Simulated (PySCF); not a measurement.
C₂F₃N (SMILES N#CC(F)(F)F), singlet, geometry from GFN2-xTB. Base run: B3LYP/3-21G (PySCF).

The PySCF input:
```python
from pyscf import gto, scf, dft

mol = gto.Mole()
mol.atom = '''
    C    -0.000324    0.003260   -0.307768
    C     0.001231   -0.012387    1.169363
    F    -0.008066    1.253823   -0.776566
    F     1.081443   -0.608086   -0.797436
    F    -1.075871   -0.620639   -0.795299
    N     0.002429   -0.024446    2.307734
'''
mol.basis = '3-21g'
mol.charge = 0
mol.spin = 0
mol.verbose = 4
mol.symmetry = True
mol.build()

mf = dft.RKS(mol)
mf.xc = 'b3lyp'
mf.kernel()
mf.analyze()
```

Each row names what was changed in the base input (with any setting that the change needs).

```
change                     ΔE vs base (mEh)  point group used  SCF cycles
-------------------------  ----------------  ----------------  ----------
base                                  0.000                Cs           9
symmetry = off                        0.000                C1           9
irrep_nelec = A':30 A":16             658.2                Cs          17
irrep_nelec = A':34 A":12             659.9                Cs          14
```
